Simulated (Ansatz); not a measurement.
Results of the Gaussian-basis code of Ansatz.

A structure relaxed at PBE0-D4/def2-TZVP, charge 0, multiplicity 1:

```xyz
7

O     0.754   -1.335    0.217
C    -0.239   -0.408    0.189
F    -0.922   -0.439   -0.996
Te    0.564    1.616    0.466
H     1.425   -1.100   -0.436
H    -0.938   -0.640    0.991
H    -0.645    2.306   -0.430
```

Q: Give its formula and SMILES.

A: CH3FOTe, `OC(F)[TeH]`.

Q: Summarise the bond lengths by kind.

A: 1 × C–O 1.359 Å; 1 × H–O 0.965 Å; 1 × C–F 1.369 Å; 1 × C–Te 2.195 Å; 1 × C–H 1.089 Å; 1 × H–Te 1.656 Å.
